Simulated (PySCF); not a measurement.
Job file and geometry (Å, from GFN2-xTB) of an NMR shielding run on `[AlH]([O]C)[C@@H](C)C1CCC1`, C7H15AlO, GIAO PBE0/pcSseg-1 NMR shielding, non-relativistic, gas phase (PySCF); density fitting, a coarse starting grid and PySCF grid level 2 are the driver's defaults:

```
$ OMP_NUM_THREADS=1 python probes_run.py task.json out

{"job": {"kind": "nmr", "xc": "PBE0", "basis": "pcSseg-1"}, "charge": 0, "multiplicity": 1}
C      4.109194    -1.385500     0.428892
O      2.833190    -1.048909    -0.033872
Al     1.343386    -0.664030    -0.621425
C      0.073945     0.682547     0.199091
C      0.446572     2.167793     0.086123
C     -1.265119     0.383856    -0.474133
C     -2.521620     0.844447     0.298720
C     -2.847183    -0.617886     0.633401
C     -1.709858    -1.077485    -0.290230
H      4.838316    -1.284094    -0.378175
H      4.395511    -0.725398     1.250797
H      4.117683    -2.418949     0.783399
H      0.955455    -1.355929    -1.937141
H     -0.048702     0.469502     1.276628
H      1.413363     2.353639     0.553377
H      0.512248     2.471450    -0.957571
H     -0.297549     2.798245     0.575972
H     -1.237628     0.718662    -1.513854
H     -3.269676     1.323391    -0.329866
H     -2.325117     1.482769     1.157729
H     -3.841051    -0.950988     0.341150
H     -2.690161    -0.872198     1.679916
H     -2.049303    -1.563949    -1.202420
H     -0.947635    -1.711223     0.182219
```

Q: What does the program print?

A: 
```
coarse grid: 19616 points
cycle   1  E = -592.6275644780  dE =  8.958e-01  |g| = 8.324e-01  |ddm| = 4.282e+00
cycle   2  E = -592.3787268555  dE =  2.488e-01  |g| = 1.394e+00  |ddm| = 1.791e+00
cycle   3  E = -592.7670971625  dE = -3.884e-01  |g| = 1.608e-01  |ddm| = 1.252e+00
cycle   4  E = -592.7717558168  dE = -4.659e-03  |g| = 6.642e-02  |ddm| = 1.843e-01
cycle   5  E = -592.7728291685  dE = -1.073e-03  |g| = 1.231e-02  |ddm| = 7.147e-02
cycle   6  E = -592.7728608684  dE = -3.170e-05  |g| = 4.631e-03  |ddm| = 1.635e-02
cycle   7  E = -592.7728659373  dE = -5.069e-06  |g| = 5.813e-04  |ddm| = 4.034e-03
final grid: 182136 points
cycle   8  E = -592.8404010214  dE = -4.737e-05  |g| = 1.349e-02  |ddm| = 3.650e-02
cycle   9  E = -592.8403612449  dE =  3.978e-05  |g| = 1.950e-02  |ddm| = 2.515e-02
cycle  10  E = -592.8404406220  dE = -7.938e-05  |g| = 2.005e-03  |ddm| = 1.525e-02
cycle  11  E = -592.8404414528  dE = -8.308e-07  |g| = 2.770e-04  |ddm| = 1.662e-03
cycle  12  E = -592.8404414666  dE = -1.382e-08  |g| = 1.004e-04  |ddm| = 3.541e-04
cycle  13  E = -592.8404414687  dE = -2.120e-09  |g| = 3.206e-05  |ddm| = 1.143e-04
cycle  14  E = -592.8404414690  dE = -2.403e-10  |g| = 5.176e-06  |ddm| = 3.358e-05
converged SCF energy = -592.8404414690

GIAO shielding tensors (ppm)
atom      isotropic    diamagn.    paramagn.     s11        s22        s33       span
  0 C      129.976     236.858    -106.882    101.379    104.545    184.003     82.624
  1 O      281.449     405.551    -124.102    232.047    249.997    362.305    130.258
  2 Al     400.791     798.527    -397.735    334.921    378.253    489.200    154.279
  3 C      147.382     251.153    -103.771    124.365    150.183    167.596     43.231
  4 C      171.222     246.007     -74.785    156.325    169.809    187.532     31.206
  5 C      150.982     249.119     -98.137    145.749    147.282    159.915     14.166
  6 C      160.159     251.499     -91.340    140.288    159.658    180.531     40.243
  7 C      169.852     252.627     -82.775    159.289    164.303    185.965     26.676
  8 C      151.677     250.012     -98.334    126.252    157.374    171.407     45.155
  9 H       27.303      26.039       1.264     22.962     24.940     34.008     11.046
 10 H       27.263      27.947      -0.684     22.736     25.341     33.711     10.975
 11 H       27.329      26.878       0.450     22.896     25.083     34.006     11.110
 12 H       27.590      31.937      -4.347     22.914     26.626     33.230     10.316
 13 H       30.831      34.992      -4.160     28.310     30.959     33.225      4.915
 14 H       30.543      30.498       0.046     25.366     28.741     37.523     12.157
 15 H       31.110      31.095       0.015     27.416     28.673     37.241      9.825
 16 H       30.462      30.502      -0.040     25.573     29.506     36.306     10.733
 17 H       29.786      34.505      -4.719     26.083     29.561     33.714      7.631
 18 H       29.422      30.971      -1.548     26.096     27.181     34.989      8.893
 19 H       30.218      31.829      -1.611     26.405     29.076     35.173      8.768
 20 H       29.688      29.427       0.261     26.200     26.577     36.287     10.087
 21 H       29.627      30.912      -1.285     26.208     27.279     35.394      9.186
 22 H       28.984      31.862      -2.878     25.489     27.496     33.967      8.479
 23 H       30.860      32.995      -2.135     27.302     30.396     34.882      7.580
```

Size and cost of the density-fitted run: 235 basis functions, 52 s wall time on 1 thread of an Intel Xeon 6975P-C, shared host; peak memory 1.1 GiB.
